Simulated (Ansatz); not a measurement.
Job for Ansatz (a quantum-chemistry and plane-wave program): R-r2SCAN/def2-TZVPP on BH3Se2 (SMILES [SeH]B[SeH]), a point of a torsion scan.

Ansatz 0.2 input:
```yaml
crystal:
  periodic: [false, false, false]
  atoms:
    - {symbol: Se, position_ang: [-1.88287137, 0.03605172, -0.59965805]}
    - {symbol: B, position_ang: [0.00511113, 0.33613421, -0.54966042]}
    - {symbol: Se, position_ang: [0.96834964, 0.54367701, -2.17049961]}
    - {symbol: H, position_ang: [-1.97767838, -0.73047441, 0.61741516]}
    - {symbol: H, position_ang: [0.57428987, 0.27025098, 0.46856124]}
    - {symbol: H, position_ang: [2.27826724, 0.75021408, -1.60082960]}
basis:
  gaussian:
    orbitals: def2-TZVPP
hamiltonian:
  xc: {name: r2SCAN}
scf: {lower_state_search: off}
```

The log:

```
WARN ansatz: RAYON_NUM_THREADS=1 ignored (pool sized by the plan → 1); use --threads N
Functional definition: r2SCAN
these checks for a lower state are left out or cut short: stability, starts, cluster_reference, orbital_swaps, neighbouring_geometries, increment
integrals: 0.09 GiB planned
1120 factors; their error is unknown
mean field: 0.62 GiB planned
mean field evaluation 1: about -131421.6722 eV, gradient 3.2e1 eV
mean field evaluation 2: about -131416.9518 eV, gradient 4.8e1 eV
mean field evaluation 4: about -131424.6382 eV, gradient 1.6e0 eV
mean field evaluation 8: about -131424.6441 eV, gradient 2.7e-2 eV
mean field evaluation 16: about -131424.5846 eV, gradient 5.4e-5 eV
mean field -131424.58464160 eV, -4829.7644027958 hartree, gradient 2.2e-6 eV, S^2 0.000000; 0 other end points of the search recorded, 0 dependent functions left out
reference -131424.58465204 eV, -4829.7644031794 hartree; 38, 38 occupied and 131, 131 virtual orbitals, 1120 factors
Total energy: -131424.58465204 eV, -4829.7644031794 hartree
Checks for a lower state left out: stability, starts, cluster_reference, orbital_swaps, neighbouring_geometries, increment
```

The run converged.

Cost: around 5 core-seconds (rough).
